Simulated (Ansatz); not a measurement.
## Worked example: C3H7FO + AuH → C3H8O + AuF

Species: C3H7FO `COC(C)F`, singlet; AuH, singlet; C3H8O `CCOC`, singlet; AuF, singlet. The partners trade F for H: C–F and Au–H bonds give way to C–H and Au–F.

Shapes, held fixed at every level: PBE0-D4/def2-TZVP. Flexible molecules stand in one conformer, not always the lowest. Programs: Ansatz 0.2.0. The zero-point and thermal change to 298 K, harmonic and unscaled (PBE0-D4/def2-TZVP), is +8.0 kJ/mol.

At CCSD(T)/def2-TZVPP; 1 Eh = 2625.50 kJ/mol:

| species | energy (Eh) |
| --- | --- |
| C3H7FO | -293.179020 |
| AuH | -135.969692 |
| C3H8O | -194.026377 |
| AuF | -235.081290 |

Question: Work out ΔH(298 K) of the reaction at this level.

Answer: 
1. Products less reactants: (-194.026377) + (-235.081290) − [(-293.179020) + (-135.969692)] = 0.041045 Eh = +107.8 kJ/mol.
2. With the thermal change: +107.8 + (+8.0) = +115.8 kJ/mol.

Other levels give +75.0 (HF/def2-TZVPP) to +131.4 kJ/mol (MP2/def2-TZVPP). No measured value is set beside it here. T1 is large for AuH, AuF, so single-reference values are less sure there. For atoms past krypton def2 sets carry core potentials with scalar relativity. Correlated rows may include outer-core shells of Au, which these sets cover unevenly.
